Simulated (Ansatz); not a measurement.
A cut through the energy surface

AgHS (SMILES [SH][Ag]), singlet, at its PBE0-D4/def2-TZVP minimum:

S1  (-0.472, -0.667, -0.342)
Ag2  (1.425, 0.022, 0.787)
H3  (-0.964, 0.580, -0.458)
(Å)

The angle Ag2–S1–H3 (93.8° at the minimum) is set to the values below, Ag2, with anything bonded beyond it, turning rigidly in the plane of the angle. Each method's energies count from its own value at the PBE0-D4 minimum structure. Computed with Ansatz 0.2.0 (basis: def2-TZVPP); correlated methods freeze the cores. Filled d shells of the heavier atoms are correlated. Core potentials replace the inner electrons of the atoms past krypton.

CCSD(T) energies along the scan:
```json
{"angle (°)": "69.8", "CCSD(T) (eV)": "0.197"}
{"angle (°)": "75.8", "CCSD(T) (eV)": "0.109"}
{"angle (°)": "81.8", "CCSD(T) (eV)": "0.047"}
{"angle (°)": "87.8", "CCSD(T) (eV)": "0.011"}
{"angle (°)": "93.8", "CCSD(T) (eV)": "0.000"}
{"angle (°)": "99.8", "CCSD(T) (eV)": "0.014"}
{"angle (°)": "105.8", "CCSD(T) (eV)": "0.052"}
{"angle (°)": "111.8", "CCSD(T) (eV)": "0.113"}
{"angle (°)": "117.8", "CCSD(T) (eV)": "0.195"}
```
They count from the CCSD(T) energy at the PBE0-D4 minimum.

Minimum and curvature along this coordinate at CCSD(T): A fifth-order fit through the nearest points gives 93.3°, with a curvature of about 0.69 meV/deg².

Largest difference from the CCSD(T) curve over the scan: PBE-D4 0.009; r2SCAN-D4 0.007; PBE0-D4 0.018; MP2 0.018 eV. Each curve counts from its own value at the minimum.

T1 diagnostic: at most 0.023.

For scale, one of the runs: CCSD(T)/def2-TZVPP, 112 basis functions (an equivalent command: `ansatz run in.yaml --threads 2`). The run took about 8 s on 2 CPU threads (shared host).
